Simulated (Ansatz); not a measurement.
These are PBE0-D3(BJ)/def2-SVP (Ansatz, an electronic-structure program) values and carry that method's errors. No frequencies were computed at this level.

Ansatz 0.2 input:
```yaml
crystal:
  periodic: [false, false, false]
  atoms:
    - { symbol: C, position_ang: [-1.930868, 3.56966, -1.523859] }
    - { symbol: C, position_ang: [-1.876883, 2.234427, -0.866611] }
    - { symbol: S, position_ang: [-2.703014, 0.899683, -1.604599] }
    - { symbol: C, position_ang: [-2.128326, -0.205607, -0.385019] }
    - { symbol: C, position_ang: [-2.407345, -1.624652, -0.472748] }
    - { symbol: C, position_ang: [-1.562756, -2.546234, 0.149821] }
    - { symbol: C, position_ang: [-1.805799, -3.900739, 0.04151] }
    - { symbol: C, position_ang: [-2.890361, -4.361632, -0.687214] }
    - { symbol: C, position_ang: [-3.73049, -3.456168, -1.314064] }
    - { symbol: C, position_ang: [-3.490649, -2.100141, -1.211233] }
    - { symbol: C, position_ang: [-1.374085, 0.459117, 0.534005] }
    - { symbol: C, position_ang: [-1.208647, 1.84602, 0.264783] }
    - { symbol: C, position_ang: [-0.330635, 2.681775, 1.075708] }
    - { symbol: C, position_ang: [0.874404, 2.308768, 1.540292] }
    - { symbol: C, position_ang: [1.537199, 1.049038, 1.234725] }
    - { symbol: C, position_ang: [1.429524, 0.434482, -0.043353] }
    - { symbol: C, position_ang: [2.005766, -0.79707, -0.12649] }
    - { symbol: C, position_ang: [1.989508, -1.730275, -1.234486] }
    - { symbol: C, position_ang: [1.006958, -1.631815, -2.22215] }
    - { symbol: C, position_ang: [0.96753, -2.538993, -3.261781] }
    - { symbol: C, position_ang: [1.902794, -3.558435, -3.337634] }
    - { symbol: C, position_ang: [2.878359, -3.6684, -2.360446] }
    - { symbol: C, position_ang: [2.92056, -2.765512, -1.316479] }
    - { symbol: S, position_ang: [2.75719, -1.2123, 1.390323] }
    - { symbol: C, position_ang: [2.246249, 0.275783, 2.118298] }
    - { symbol: C, position_ang: [2.565769, 0.523313, 3.551778] }
    - { symbol: C, position_ang: [1.46969, 3.376586, 2.421755] }
    - { symbol: C, position_ang: [0.623002, 4.613314, 2.094228] }
    - { symbol: C, position_ang: [-0.709573, 4.046696, 1.589585] }
    - { symbol: H, position_ang: [-2.669241, 4.21286, -1.041726] }
    - { symbol: H, position_ang: [-0.959406, 4.059032, -1.472731] }
    - { symbol: H, position_ang: [-2.213403, 3.460301, -2.568765] }
    - { symbol: H, position_ang: [-0.703103, -2.196352, 0.700518] }
    - { symbol: H, position_ang: [-1.140082, -4.602391, 0.522462] }
    - { symbol: H, position_ang: [-3.076602, -5.422088, -0.770564] }
    - { symbol: H, position_ang: [-4.575644, -3.809055, -1.887019] }
    - { symbol: H, position_ang: [-4.144994, -1.3938, -1.702834] }
    - { symbol: H, position_ang: [-0.953816, -0.011868, 1.403839] }
    - { symbol: H, position_ang: [0.960007, 0.920277, -0.878654] }
    - { symbol: H, position_ang: [0.261921, -0.853718, -2.159911] }
    - { symbol: H, position_ang: [0.197026, -2.45468, -4.014135] }
    - { symbol: H, position_ang: [1.868167, -4.266932, -4.151909] }
    - { symbol: H, position_ang: [3.608577, -4.462926, -2.411716] }
    - { symbol: H, position_ang: [3.680333, -2.853634, -0.552432] }
    - { symbol: H, position_ang: [1.661932, 0.764862, 4.110796] }
    - { symbol: H, position_ang: [3.264634, 1.353144, 3.658552] }
    - { symbol: H, position_ang: [3.017555, -0.363495, 3.990155] }
    - { symbol: H, position_ang: [2.530884, 3.530713, 2.223653] }
    - { symbol: H, position_ang: [1.358541, 3.101643, 3.47379] }
    - { symbol: H, position_ang: [1.101771, 5.1826, 1.295603] }
    - { symbol: H, position_ang: [0.49849, 5.271882, 2.952342] }
    - { symbol: H, position_ang: [-1.170699, 4.678997, 0.833549] }
    - { symbol: H, position_ang: [-1.427923, 3.933938, 2.408286] }
basis:
  gaussian: { orbitals: def2-svp }
hamiltonian:
  xc: pbe0
  dispersion: d3bj
relax:
  max_steps: 150
  f_tol: 0.02
```

Output:

```
[...]
reference -49993.12021332 eV, -1837.2132812854 hartree; 109, 109 occupied and 425, 425 virtual orbitals, 6210 factors
relax step   1: F+E_penalty+E_count = -49995.21874793 eV  Δ(F+E_penalty+E_count) = +0.000e0 eV  max|allowed force component| = 5.312e-1 eV/Å  Δτ_max = 0.0000 Å  (32 SCF iters, accepted)
these checks for a lower state are left out or cut short: starts, cluster_reference, orbital_swaps, neighbouring_geometries, increment
6210 factors; integrals over basis functions are off by at most 3.4e-4 eV
mean field -49993.28183364 eV, -1837.2192207227 hartree, gradient 1.1e-5 eV, S^2 0.000000; 0 other end points of the search recorded, 0 dependent functions left out
reference -49993.28189243 eV, -1837.2192228833 hartree; 109, 109 occupied and 425, 425 virtual orbitals, 6210 factors
relax step   2: F+E_penalty+E_count = -49995.36263083 eV  Δ(F+E_penalty+E_count) = -1.439e-1 eV  max|allowed force component| = 2.981e-1 eV/Å  Δτ_max = 0.0652 Å  (33 SCF iters, accepted)
these checks for a lower state are left out or cut short: starts, cluster_reference, orbital_swaps, neighbouring_geometries, increment
6210 factors; integrals over basis functions are off by at most 3.5e-4 eV
mean field evaluation 32: about -49993.2941 eV, gradient 6.9e-4 eV
mean field -49993.29412432 eV, -1837.2196723969 hartree, gradient 8.9e-6 eV, S^2 0.000000; 0 other end points of the search recorded, 0 dependent functions left out
reference -49993.29418332 eV, -1837.2196745651 hartree; 109, 109 occupied and 425, 425 virtual orbitals, 6210 factors
relax step   3: F+E_penalty+E_count = -49995.37587971 eV  Δ(F+E_penalty+E_count) = -1.325e-2 eV  max|allowed force component| = 1.575e-1 eV/Å  Δτ_max = 0.0339 Å  (34 SCF iters, accepted)
these checks for a lower state are left out or cut short: starts, cluster_reference, orbital_swaps, neighbouring_geometries, increment
6210 factors; integrals over basis functions are off by at most 3.4e-4 eV
mean field -49993.29533707 eV, -1837.2197169647 hartree, gradient 8.5e-6 eV, S^2 0.000000; 0 other end points of the search recorded, 0 dependent functions left out
reference -49993.29539604 eV, -1837.2197191319 hartree; 109, 109 occupied and 425, 425 virtual orbitals, 6210 factors
relax step   4: F+E_penalty+E_count = -49995.38136194 eV  Δ(F+E_penalty+E_count) = -5.482e-3 eV  max|allowed force component| = 5.869e-2 eV/Å  Δτ_max = 0.0542 Å  (34 SCF iters, accepted)
these checks for a lower state are left out or cut short: starts, cluster_reference, orbital_swaps, neighbouring_geometries, increment
6210 factors; integrals over basis functions are off by at most 3.4e-4 eV
mean field -49993.29701766 eV, -1837.2197787251 hartree, gradient 2.6e-5 eV, S^2 0.000000; 0 other end points of the search recorded, 0 dependent functions left out
reference -49993.29707659 eV, -1837.2197808908 hartree; 109, 109 occupied and 425, 425 virtual orbitals, 6210 factors
relax step   5: F+E_penalty+E_count = -49995.38289456 eV  Δ(F+E_penalty+E_count) = -1.533e-3 eV  max|allowed force component| = 2.277e-2 eV/Å  Δτ_max = 0.0162 Å  (33 SCF iters, accepted)
these checks for a lower state are left out or cut short: starts, cluster_reference, orbital_swaps, neighbouring_geometries, increment
6210 factors; integrals over basis functions are off by at most 3.4e-4 eV
mean field -49993.29698749 eV, -1837.2197776165 hartree, gradient 2.7e-5 eV, S^2 0.000000; 0 other end points of the search recorded, 0 dependent functions left out
reference -49993.29704642 eV, -1837.2197797820 hartree; 109, 109 occupied and 425, 425 virtual orbitals, 6210 factors
relax step   6: F+E_penalty+E_count = -49995.38393376 eV  Δ(F+E_penalty+E_count) = -1.039e-3 eV  max|allowed force component| = 2.036e-2 eV/Å  Δτ_max = 0.0328 Å  (33 SCF iters, accepted)
these checks for a lower state are left out or cut short: starts, cluster_reference, orbital_swaps, neighbouring_geometries, increment
6210 factors; integrals over basis functions are off by at most 3.4e-4 eV
mean field -49993.29811817 eV, -1837.2198191681 hartree, gradient 7.9e-6 eV, S^2 0.000000; 0 other end points of the search recorded, 0 dependent functions left out
reference -49993.29817713 eV, -1837.2198213348 hartree; 109, 109 occupied and 425, 425 virtual orbitals, 6210 factors
relax step   7: F+E_penalty+E_count = -49995.38467007 eV  Δ(F+E_penalty+E_count) = -7.363e-4 eV  max|allowed force component| = 2.878e-2 eV/Å  Δτ_max = 0.0470 Å  (34 SCF iters, accepted)
these checks for a lower state are left out or cut short: starts, cluster_reference, orbital_swaps, neighbouring_geometries, increment
6210 factors; integrals over basis functions are off by at most 3.4e-4 eV
mean field evaluation 64: about -49993.0795 eV, gradient 1.5e-2 eV
mean field -49993.29994564 eV, -1837.2198863265 hartree, gradient 2.7e-5 eV, S^2 0.000000; 0 other end points of the search recorded, 0 dependent functions left out
reference -49993.30000467 eV, -1837.2198884957 hartree; 109, 109 occupied and 425, 425 virtual orbitals, 6210 factors
relax step   8: F+E_penalty+E_count = -49995.38512708 eV  Δ(F+E_penalty+E_count) = -4.570e-4 eV  max|allowed force component| = 2.130e-2 eV/Å  Δτ_max = 0.0434 Å  (33 SCF iters, accepted)
these checks for a lower state are left out or cut short: starts, cluster_reference, orbital_swaps, neighbouring_geometries, increment
6210 factors; integrals over basis functions are off by at most 3.4e-4 eV
mean field -49993.30319050 eV, -1837.2200055728 hartree, gradient 2.7e-5 eV, S^2 0.000000; 0 other end points of the search recorded, 0 dependent functions left out
reference -49993.30324961 eV, -1837.2200077450 hartree; 109, 109 occupied and 425, 425 virtual orbitals, 6210 factors
relax step   9: F+E_penalty+E_count = -49995.38551009 eV  Δ(F+E_penalty+E_count) = -3.830e-4 eV  max|allowed force component| = 1.133e-2 eV/Å  Δτ_max = 0.0409 Å  (34 SCF iters, accepted)
these checks for a lower state are left out or cut short: starts, cluster_reference, orbital_swaps, neighbouring_geometries, increment
6210 factors; integrals over basis functions are off by at most 3.3e-4 eV
mean field -49993.30776917 eV, -1837.2201738357 hartree, gradient 2.7e-5 eV, S^2 0.000000; 0 other end points of the search recorded, 0 dependent functions left out
reference -49993.30782839 eV, -1837.2201760123 hartree; 109, 109 occupied and 425, 425 virtual orbitals, 6210 factors
relax step  10: F+E_penalty+E_count = -49995.38589505 eV  Δ(F+E_penalty+E_count) = -3.850e-4 eV  max|allowed force component| = 2.956e-2 eV/Å  Δτ_max = 0.0494 Å  (34 SCF iters, accepted)
these checks for a lower state are left out or cut short: starts, cluster_reference, orbital_swaps, neighbouring_geometries, increment
6210 factors; integrals over basis functions are off by at most 3.3e-4 eV
mean field -49993.31342521 eV, -1837.2203816914 hartree, gradient 8.0e-6 eV, S^2 0.000000; 0 other end points of the search recorded, 0 dependent functions left out
reference -49993.31348460 eV, -1837.2203838739 hartree; 109, 109 occupied and 425, 425 virtual orbitals, 6210 factors
relax step  11: F+E_penalty+E_count = -49995.38611994 eV  Δ(F+E_penalty+E_count) = -2.249e-4 eV  max|allowed force component| = 3.739e-2 eV/Å  Δτ_max = 0.0630 Å  (34 SCF iters, accepted)
these checks for a lower state are left out or cut short: starts, cluster_reference, orbital_swaps, neighbouring_geometries, increment
6210 factors; integrals over basis functions are off by at most 3.3e-4 eV
mean field evaluation 96: about -49993.3176 eV, gradient 2.7e-5 eV
mean field -49993.31764044 eV, -1837.2205365983 hartree, gradient 2.6e-5 eV, S^2 0.000000; 0 other end points of the search recorded, 0 dependent functions left out
reference -49993.31769997 eV, -1837.2205387860 hartree; 109, 109 occupied and 425, 425 virtual orbitals, 6210 factors
relax step  12: F+E_penalty+E_count = -49995.38621459 eV  Δ(F+E_penalty+E_count) = -9.464e-5 eV  max|allowed force component| = 1.987e-2 eV/Å  Δτ_max = 0.0450 Å  (33 SCF iters, accepted)
6210 factors; integrals over basis functions are off by at most 3.3e-4 eV
mean field -49993.31764044 eV, -1837.2205365983 hartree, gradient 2.6e-5 eV, S^2 0.000000; 1 other end points of the search recorded, 0 dependent functions left out
reference -49993.31769997 eV, -1837.2205387860 hartree; 109, 109 occupied and 425, 425 virtual orbitals, 6210 factors
Total energy: -49995.38627412 eV, -1837.2965574839 hartree
Atom 0 at    -1.819019     3.558812    -1.591741 Å, force    -0.001569     0.019867    -0.009562 eV/Å
Atom 1 at    -1.835984     2.226879    -0.918571 Å, force    -0.005920    -0.011726    -0.008076 eV/Å
Atom 2 at    -2.651114     0.894624    -1.659556 Å, force     0.010520    -0.001619     0.005170 eV/Å
Atom 3 at    -2.183808    -0.204857    -0.398845 Å, force    -0.018646    -0.002314    -0.003051 eV/Å
Atom 4 at    -2.510343    -1.630044    -0.464976 Å, force    -0.006409     0.003156    -0.004629 eV/Å
Atom 5 at    -1.624697    -2.571821     0.085062 Å, force     0.004100    -0.008539    -0.002090 eV/Å
Atom 6 at    -1.908553    -3.931979     0.019288 Å, force    -0.004082     0.007036    -0.005376 eV/Å
Atom 7 at    -3.073444    -4.379940    -0.604252 Å, force     0.000590    -0.001049     0.004049 eV/Å
Atom 8 at    -3.954428    -3.454142    -1.162320 Å, force    -0.000705     0.002461     0.000125 eV/Å
Atom 9 at    -3.677669    -2.091787    -1.092287 Å, force     0.000882    -0.009112     0.008215 eV/Å
Atom 10 at    -1.440742     0.454666     0.545206 Å, force     0.018013     0.002135    -0.001758 eV/Å
Atom 11 at    -1.216905     1.837498     0.255041 Å, force    -0.006728     0.006137     0.009181 eV/Å
Atom 12 at    -0.338945     2.687102     1.071657 Å, force    -0.000131    -0.001387    -0.001162 eV/Å
Atom 13 at     0.877423     2.315550     1.545852 Å, force     0.005546    -0.001989     0.000870 eV/Å
Atom 14 at     1.548918     1.048115     1.237486 Å, force     0.009327     0.009394    -0.006216 eV/Å
Atom 15 at     1.469629     0.428723    -0.049941 Å, force    -0.001949     0.004363     0.000786 eV/Å
Atom 16 at     2.062471    -0.805030    -0.121374 Å, force    -0.007603    -0.010237     0.008569 eV/Å
Atom 17 at     2.081536    -1.734784    -1.251183 Å, force     0.002608    -0.011908     0.004365 eV/Å
Atom 18 at     1.040052    -1.705144    -2.194099 Å, force    -0.005966    -0.005931    -0.001584 eV/Å
Atom 19 at     1.031673    -2.590305    -3.266854 Å, force     0.009709    -0.002014     0.003132 eV/Å
Atom 20 at     2.054376    -3.527551    -3.416592 Å, force    -0.004465     0.005843    -0.002404 eV/Å
Atom 21 at     3.088328    -3.571505    -2.481931 Å, force     0.000650    -0.004124     0.001771 eV/Å
Atom 22 at     3.103621    -2.683423    -1.410384 Å, force    -0.000892     0.010144    -0.009521 eV/Å
Atom 23 at     2.763635    -1.212806     1.413330 Å, force     0.014124     0.018070    -0.012385 eV/Å
Atom 24 at     2.258065     0.271708     2.138202 Å, force    -0.016028    -0.017701     0.003925 eV/Å
Atom 25 at     2.554320     0.522546     3.580814 Å, force    -0.002837    -0.000187     0.006421 eV/Å
Atom 26 at     1.441757     3.380717     2.456533 Å, force     0.001825    -0.000002    -0.000424 eV/Å
Atom 27 at     0.601121     4.614899     2.110210 Å, force     0.001230     0.002956    -0.000805 eV/Å
Atom 28 at    -0.727069     4.047268     1.599866 Å, force    -0.004531    -0.001004     0.002841 eV/Å
Atom 29 at    -2.606019     4.227517    -1.203169 Å, force     0.013236    -0.010246    -0.005830 eV/Å
Atom 30 at    -0.849401     4.054898    -1.435656 Å, force    -0.012687    -0.007854    -0.002533 eV/Å
Atom 31 at    -1.975832     3.463070    -2.676317 Å, force     0.001911     0.001759     0.018648 eV/Å
Atom 32 at    -0.689662    -2.230066     0.535649 Å, force    -0.006709    -0.006826    -0.001872 eV/Å
Atom 33 at    -1.202476    -4.650083     0.442844 Å, force     0.000160     0.001476     0.002547 eV/Å
Atom 34 at    -3.291772    -5.449285    -0.659876 Å, force     0.005470     0.012087    -0.000920 eV/Å
Atom 35 at    -4.870321    -3.795621    -1.651255 Å, force     0.007478     0.005454     0.001709 eV/Å
Atom 36 at    -4.381092    -1.369654    -1.515391 Å, force     0.002084     0.001533    -0.002498 eV/Å
Atom 37 at    -1.045710    -0.033652     1.436077 Å, force     0.000673    -0.000773    -0.002864 eV/Å
Atom 38 at     0.985215     0.900145    -0.904378 Å, force     0.002286    -0.001519    -0.000084 eV/Å
Atom 39 at     0.213928    -1.002224    -2.061980 Å, force     0.007864    -0.007098    -0.005507 eV/Å
Atom 40 at     0.207333    -2.558224    -3.983143 Å, force    -0.000357     0.000001     0.000072 eV/Å
Atom 41 at     2.042960    -4.225709    -4.257135 Å, force    -0.003085     0.005689     0.007829 eV/Å
Atom 42 at     3.894945    -4.300996    -2.591277 Å, force    -0.008224     0.008287     0.003875 eV/Å
Atom 43 at     3.926682    -2.711816    -0.691191 Å, force    -0.002362     0.000383     0.002706 eV/Å
Atom 44 at     1.634817     0.756772     4.139415 Å, force     0.001902    -0.000338    -0.001090 eV/Å
Atom 45 at     3.247791     1.367882     3.713862 Å, force    -0.000019    -0.001616    -0.002007 eV/Å
Atom 46 at     3.013133    -0.358010     4.051794 Å, force     0.000587     0.001034    -0.001000 eV/Å
Atom 47 at     2.522453     3.535768     2.309079 Å, force    -0.000962     0.000439     0.000967 eV/Å
Atom 48 at     1.308800     3.092512     3.515512 Å, force    -0.001470     0.000018    -0.002406 eV/Å
Atom 49 at     1.093871     5.167040     1.293481 Å, force    -0.001361    -0.000983     0.001541 eV/Å
Atom 50 at     0.483329     5.312088     2.952714 Å, force    -0.000078    -0.001215    -0.000589 eV/Å
Atom 51 at    -1.212598     4.690819     0.850607 Å, force     0.002162    -0.001055     0.000769 eV/Å
Atom 52 at    -1.464583     3.922838     2.415887 Å, force     0.000838     0.000648    -0.001835 eV/Å
Dipole moment:     0.012096     0.241095     0.148961 e Å
```

Cost: around 90 core-minutes (rough).
